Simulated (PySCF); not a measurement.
YF₃, SMILES [F][Y]([F])[F].

Geometry optimised at PBE-D3(BJ)/def2-TZVP. The isomer is the one that the SMILES or the coordinates give; other isomers of the formula were not compared. The def2 effective core potentials stand for the cores of Y; spin–orbit coupling is left out.

Method: PBE-D3(BJ)/def2-TZVP in PySCF.

Frequencies are harmonic and unscaled.

A small imaginary wavenumber (i) marks a very flat motion, where grid noise or a shallow saddle decides the sign.

Modes within 1.5 cm⁻¹ of each other (mostly degenerate sets) share a row, with their intensities summed.

| mode | ν (cm⁻¹) | IR (km/mol) | moving atoms (share of kinetic energy) |
|---|---|---|---|
| 1 | 19i | 90.0 | F 61 %, Y 39 % |
| 2–3 | 139 | 29.9 | F 88 %, Y 12 % |
| 4 | 554 | 0.0 | F 100 % |
| 5–6 | 577 | 425.7 | F 73 %, Y 27 % |
